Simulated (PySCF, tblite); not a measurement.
A database entry of computed molecular properties. Lists by class give the value and the number of equivalent atoms.

```json
{
 "formula": "C9H13N",
 "smiles": "[H]/N=C/C#CCC(=C)C(C)C",
 "inchi": "InChI=1S/C9H13N/c1-8(2)9(3)6-4-5-7-10/h7-8,10H,3,6H2,1-2H3/b10-7+",
 "charge": 0,
 "multiplicity": 1,
 "geometry_level": "GFN2-xTB",
 "electronic_structure_code": "PySCF",
 "results": {
  "GFN2-xTB geometry": {
   "point_group": "C1",
   "rotational_constants_GHz": [2.016, 0.663, 0.592]
  },
  "PBE0/pcSseg-1 ground state and GIAO shieldings, non-relativistic": {
   "dipole_D": 1.58,
   "homo_eV": -7.36,
   "lumo_eV": -1.05,
   "shift_vs_computed_TMS_C_by_class_ppm": [
    [162.2, 1],
    [156.3, 1],
    [115.2, 1],
    [102.6, 1],
    [88.6, 1],
    [34.2, 1],
    [31.8, 1],
    [24.8, 2]
   ],
   "shift_vs_computed_TMS_H_by_class_ppm": [
    [11.83, 1],
    [8.19, 1],
    [5.23, 1],
    [5.13, 1],
    [3.32, 2],
    [2.82, 1],
    [1.16, 6]
   ],
   "shielding_other_nuclei_by_class_ppm": [
    ["N", -123.0, 1]
   ]
  },
  "GFN2-xTB harmonic vibrations, gas phase": {
   "strongest_ir_bands_cm-1_km_per_mol_modes": [
    [817.0, 37.8, 1],
    [1684.4, 156.8, 1],
    [2351.0, 176.7, 1],
    [2790.9, 161.7, 1],
    [3033.7, 68.6, 1],
    [3040.9, 68.8, 1]
   ],
   "zpe_kcal_per_mol": 120.8
  }
 }
}
```

With B = h/(8π²I), that is 505.379 GHz u Å² over I, the principal moments of inertia are 250.7, 762.1 and 854.3 u Å² (most abundant isotopes). The zero-point energy, half the sum of the 63 harmonic wavenumbers, equals 42250 cm⁻¹ or 505 kJ/mol. In atomic units the dipole is 0.62 e·bohr (1 au = 2.5417 D). The rotational constants make it an asymmetric top with κ = (2B − A − C)/(A − C) = -0.90, nearer the prolate limit (−1).

 NMR classes are plain means over equivalent atoms (diastereotopic ones count apart unless rotation or inversion swaps them), as if these changed places fast; in this geometry the members of some classes differ.

Conformer computed: `[H]/[N:7]=[CH:6]/[C:5]#[C:4][CH2:3][C:2](=[CH2:1])[CH:8]([CH3:9])[CH3:10]`: C1–C2–C3–C4 118°, C1–C2–C8–C9 -33°.

One conformer stands for the species.
